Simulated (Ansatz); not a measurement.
Problem. Predict a relaxed structure of As6⁺, charge 1, doublet, at PBE-D4/def2-SVP (Ansatz).

Solution. 
Cartesian coordinates in Å:
```
As 0.698 -1.225 1.944
As -1.319 0.667 -1.170
As -0.602 0.753 1.476
As 0.898 -0.289 -1.741
As 0.734 1.802 -0.364
As -0.410 -1.709 -0.144
```
Point group Cs (tolerance 0.1 Å). This is one stationary point.

The structure comes from a short search, and lower isomers may exist.
